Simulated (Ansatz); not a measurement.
# Molecular dynamics of C₄H₉NOSi

The input (input.yaml):

```yaml
crystal:
  periodic: [false, false, false]
  atoms:
    - { symbol: C, position_ang: [-1.778549, -1.980252, -0.283234] }
    - { symbol: C, position_ang: [-0.896342, -0.738059, -0.185027] }
    - { symbol: "N", position_ang: [-0.697679, 0.121449, -1.175975] }
    - { symbol: Si, position_ang: [0.449833, 1.074888, -0.063845] }
    - { symbol: C, position_ang: [2.243935, 1.118889, -0.56451] }
    - { symbol: O, position_ang: [0.016999, 2.673754, 0.287845] }
    - { symbol: C, position_ang: [-0.116417, -0.314625, 1.082844] }
    - { symbol: H, position_ang: [-1.185216, -2.886486, -0.095228] }
    - { symbol: H, position_ang: [-2.229144, -2.047949, -1.280474] }
    - { symbol: H, position_ang: [-2.577287, -1.943566, 0.471232] }
    - { symbol: H, position_ang: [2.591814, 0.126107, -0.860164] }
    - { symbol: H, position_ang: [2.872598, 1.465162, 0.260502] }
    - { symbol: H, position_ang: [2.397715, 1.795562, -1.409043] }
    - { symbol: H, position_ang: [-0.972138, 2.62762, 0.509915] }
    - { symbol: H, position_ang: [-0.767261, -0.064166, 1.930147] }
    - { symbol: H, position_ang: [0.62414, -1.050829, 1.419215] }
basis:
  gaussian: { orbitals: STO-3G }
hamiltonian:
  xc: r2scanh
  dispersion: d4
md:
  timestep: 0.5
  n_steps: 133
  ensemble: nvt_langevin
  temperature: 400.0
  initial_velocities: maxwell_boltzmann
  seed: 85130
  friction: 0.01
scf:
  lower_state_search: "off"
```

Run as:

```bash
$ ansatz run input.yaml --threads 1 --pin off --max-ram 2048MiB --backend cpu --events-out ev --progress --plain --runs-dir out
```

It starts from a relaxed structure.

Output, in part (one step line in 5, the closing report, with atoms numbered from 0):

```
md step     0: t =     0.00 fs  T =   375.0 K  F+E_penalty+E_count = -15515.30270701 eV  E_kin = 0.775560 eV  (14 SCF iters)
md step     5: t =     2.50 fs  T =   283.4 K  F+E_penalty+E_count = -15515.04838833 eV  E_kin = 0.586163 eV  (20 SCF iters)
md step    10: t =     5.00 fs  T =   259.1 K  F+E_penalty+E_count = -15515.01549122 eV  E_kin = 0.535897 eV  (20 SCF iters)
md step    15: t =     7.50 fs  T =   153.2 K  F+E_penalty+E_count = -15514.80213562 eV  E_kin = 0.316864 eV  (20 SCF iters)
md step    20: t =    10.00 fs  T =   236.7 K  F+E_penalty+E_count = -15514.98425001 eV  E_kin = 0.489553 eV  (20 SCF iters)
md step    25: t =    12.50 fs  T =   177.7 K  F+E_penalty+E_count = -15514.85114698 eV  E_kin = 0.367532 eV  (20 SCF iters)
md step    30: t =    15.00 fs  T =   256.7 K  F+E_penalty+E_count = -15514.99720491 eV  E_kin = 0.530878 eV  (20 SCF iters)
md step    35: t =    17.50 fs  T =   190.9 K  F+E_penalty+E_count = -15514.83966436 eV  E_kin = 0.394746 eV  (20 SCF iters)
md step    40: t =    20.00 fs  T =   204.2 K  F+E_penalty+E_count = -15514.83928401 eV  E_kin = 0.422235 eV  (20 SCF iters)
md step    45: t =    22.50 fs  T =   152.4 K  F+E_penalty+E_count = -15514.72500707 eV  E_kin = 0.315285 eV  (19 SCF iters)
md step    50: t =    25.00 fs  T =   239.8 K  F+E_penalty+E_count = -15514.84389158 eV  E_kin = 0.495965 eV  (20 SCF iters)
md step    55: t =    27.50 fs  T =   203.9 K  F+E_penalty+E_count = -15514.80126982 eV  E_kin = 0.421710 eV  (20 SCF iters)
md step    60: t =    30.00 fs  T =   253.0 K  F+E_penalty+E_count = -15514.78109161 eV  E_kin = 0.523213 eV  (20 SCF iters)
md step    65: t =    32.50 fs  T =   237.5 K  F+E_penalty+E_count = -15514.73920547 eV  E_kin = 0.491125 eV  (20 SCF iters)
md step    70: t =    35.00 fs  T =   288.2 K  F+E_penalty+E_count = -15514.91232938 eV  E_kin = 0.596093 eV  (21 SCF iters)
md step    75: t =    37.50 fs  T =   278.5 K  F+E_penalty+E_count = -15514.91418858 eV  E_kin = 0.575931 eV  (19 SCF iters)
md step    80: t =    40.00 fs  T =   293.1 K  F+E_penalty+E_count = -15514.91178510 eV  E_kin = 0.606152 eV  (19 SCF iters)
md step    85: t =    42.50 fs  T =   304.6 K  F+E_penalty+E_count = -15514.88132701 eV  E_kin = 0.630059 eV  (19 SCF iters)
md step    90: t =    45.00 fs  T =   278.8 K  F+E_penalty+E_count = -15514.81633127 eV  E_kin = 0.576664 eV  (19 SCF iters)
md step    95: t =    47.50 fs  T =   179.1 K  F+E_penalty+E_count = -15514.70627944 eV  E_kin = 0.370309 eV  (19 SCF iters)
md step   100: t =    50.00 fs  T =   202.5 K  F+E_penalty+E_count = -15514.72312760 eV  E_kin = 0.418896 eV  (20 SCF iters)
md step   105: t =    52.50 fs  T =   318.8 K  F+E_penalty+E_count = -15514.87571649 eV  E_kin = 0.659298 eV  (19 SCF iters)
md step   110: t =    55.00 fs  T =   305.3 K  F+E_penalty+E_count = -15514.88389398 eV  E_kin = 0.631405 eV  (19 SCF iters)
md step   115: t =    57.50 fs  T =   219.6 K  F+E_penalty+E_count = -15514.69674678 eV  E_kin = 0.454185 eV  (19 SCF iters)
md step   120: t =    60.00 fs  T =   184.7 K  F+E_penalty+E_count = -15514.61575228 eV  E_kin = 0.381931 eV  (19 SCF iters)
md step   125: t =    62.50 fs  T =   272.5 K  F+E_penalty+E_count = -15514.75989006 eV  E_kin = 0.563674 eV  (19 SCF iters)
md step   130: t =    65.00 fs  T =   371.1 K  F+E_penalty+E_count = -15514.91872223 eV  E_kin = 0.767483 eV  (20 SCF iters)
md step   133: t =    66.50 fs  T =   336.9 K  F+E_penalty+E_count = -15514.87955273 eV  E_kin = 0.696783 eV  (20 SCF iters)
Total energy: -15514.87955962 eV, -570.1613074528 hartree
Atom 0 at    -1.761643    -1.991471    -0.129767 Å, force     0.145959    -0.201358    -0.018942 eV/Å
Atom 1 at    -0.809551    -0.819188    -0.153776 Å, force    -1.046585     1.025046    -2.777652 eV/Å
Atom 2 at    -0.746724     0.030935    -1.204242 Å, force     0.153615    -0.895828     0.561581 eV/Å
Atom 3 at     0.393362     1.095455    -0.188855 Å, force    -0.087510    -0.538431     0.336794 eV/Å
Atom 4 at     2.210727     1.301486    -0.577788 Å, force    -1.598326    -0.995298     0.038633 eV/Å
Atom 5 at    -0.227304     2.567882     0.338544 Å, force    -1.577222     0.199154     0.398600 eV/Å
Atom 6 at    -0.058178    -0.288341     1.010350 Å, force     1.371998     0.176642     0.536962 eV/Å
Atom 7 at    -1.309381    -2.815763     0.430196 Å, force    -0.268566    -0.258442     0.017409 eV/Å
Atom 8 at    -2.043328    -2.294536    -1.133336 Å, force     0.268346    -0.306592    -0.513494 eV/Å
Atom 9 at    -2.699916    -1.684005     0.328741 Å, force    -0.271147     0.025013     0.670122 eV/Å
Atom 10 at     2.661883     0.433413    -0.103152 Å, force     0.694273     0.015917    -0.232062 eV/Å
Atom 11 at     2.503933     2.191038    -0.076187 Å, force     0.838564     1.075705     0.472938 eV/Å
Atom 12 at     2.432991     1.355852    -1.636759 Å, force     0.217418    -0.062298    -0.212080 eV/Å
Atom 13 at    -1.185561     2.283881     0.659202 Å, force     1.377013     0.619554    -0.502600 eV/Å
Atom 14 at    -0.750311    -0.065573     1.802845 Å, force    -0.261847     0.310294     0.994524 eV/Å
Atom 15 at     0.739123    -0.935334     1.379835 Å, force     0.044017    -0.189077     0.229266 eV/Å
Dipole moment:     0.080814    -0.084892     0.322997 e Å
```

The run went to its last step. The mean temperature of the second half is 33 % below the set value. A run of 0.067 ps of so small a system gives no equilibrium averages. Limits of this set-up: minimal basis.

The same pairs are bonded in the first frame and the last. Pairs count as bonded within 1.25 times the sum of covalent radii (0.12 Å more for H–H).

Last frame:

```xyz
16
Properties=species:S:1:pos:R:3
C -1.762 -1.992 -0.130
C -0.810 -0.819 -0.154
N -0.747 0.031 -1.204
Si 0.393 1.095 -0.189
C 2.211 1.302 -0.578
O -0.227 2.568 0.339
C -0.058 -0.288 1.010
H -1.309 -2.816 0.430
H -2.043 -2.295 -1.133
H -2.700 -1.684 0.329
H 2.662 0.433 -0.103
H 2.504 2.191 -0.076
H 2.433 1.356 -1.637
H -1.186 2.284 0.659
H -0.750 -0.066 1.803
H 0.739 -0.935 1.380
```

Run time: 18 min on 1 thread of Arm Neoverse N1, on a shared host, peak memory 0.12 GiB.
